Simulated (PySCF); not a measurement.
# C7H11F: full NMR table

```
Formula                               : C7H11F
SMILES                                : C[C@@H]1C=C(F)CCC1
Point group of the computed structure : C1
Degrees of unsaturation               : 2
Carbon signals                        : 7
Proton signals                        : 9
```

Mapped SMILES: `[CH3:1][C@@H:2]1[CH:3]=[C:4]([F:5])[CH2:6][CH2:7][CH2:8]1`. Hydrogens are named by the atom that carries them. Ha(C6), Ha(C7), Ha(C8) are cis to C1 on the ring; Hb(C6), Hb(C7), Hb(C8) are trans to C1 on the ring.

PySCF calculation with geometry: GFN2-xTB and shielding tensors at PBE0/pcSseg-1 (GIAO); one conformer, no solvent, non-relativistic Hamiltonian, averaged over atoms made equivalent by symmetry, fast rotation or ring inversion.

δ = σ(ref) − σ, references computed at the same level: ¹H and ¹³C against TMS; ¹⁹F against CFCl3.

| carbon | δC, type | δH (multiplicity) | HMBC from (2–3 bonds) | span of the C tensor (ppm) |
| --- | --- | --- | --- | --- |
| C1 | 24.6, CH3 | 1.05 (d) | H(C3), H(C2), Hb(C8), Ha(C8) | 40 |
| C2 | 33.5, CH | 2.36 (m) | H(C3), Ha(C7), Hb(C8), Hb(C7), H(C1), Ha(C8) | 13 |
| C3 | 115.7, CH | 5.31 (m) | H(C2), Ha(C6), Hb(C6), Hb(C8), H(C1), Ha(C8) | 163 |
| C4 | 170.8, C | – | H(C3), H(C2), Ha(C6), Hb(C6), Ha(C7), Hb(C7) | 145 |
| C6 | 29.8, CH2 | Hb(C6) 2.17 (m); Ha(C6) 2.33 (m) | H(C3), Ha(C7), Hb(C8), Hb(C7), Ha(C8) | 13 |
| C7 | 26.4, CH2 | Ha(C7) 1.87 (m); Hb(C7) 1.61 (m) | H(C2), Ha(C6), Hb(C6), Hb(C8), Ha(C8) | 12 |
| C8 | 35.1, CH2 | Ha(C8) 0.86 (m); Hb(C8) 1.73 (m) | H(C3), H(C2), Ha(C6), Hb(C6), Ha(C7), Hb(C7), H(C1) | 22 |

Other nuclei:
```csv
atoms,nucleus,environment,δ (ppm),σ (ppm)
F5,¹⁹F,vinylic fluorine,-100.4,271.3
```

1. Carbon types of the structure: 1 × C, 2 × CH, 3 × CH2, 1 × CH3, which accounts for all hydrogens.
2. δC 170.8: fully substituted alkene carbon.
3. δC 115.7: alkene CH; as expected for a trigonal carbon in a double bond.
4. δC 29.8: allylic sp3 CH2; aliphatic region, no heteroatom directly attached.
5. δH 5.31: hydrogen on an alkene CH; a vinylic proton, deshielded by the sp2 carbon and the C=C anisotropy.
6. δH 2.33, 2.17: hydrogen on an allylic sp3 CH2; allylic position.

Splittings by ¹⁹F in the carbon and heteronuclear signals aren't shown, as no couplings were computed. Shifts are as computed. Against solution values, carbons near 30 ppm lie about +3 ppm off and those near 130 ppm about +5 ppm. Of 1211 compounds with measured shifts, 218 miss one by over three times the rms of a fit or turn the order of signals round; such compounds aren't used in these exercises. Unscaled 19F shifts against computed CFCl3 carry errors that often reach 10 to 50 ppm. Multiplicities follow the n + 1 count of equivalent neighbours, as no J values were calculated; m marks all less simple cases, F and P coupling included.
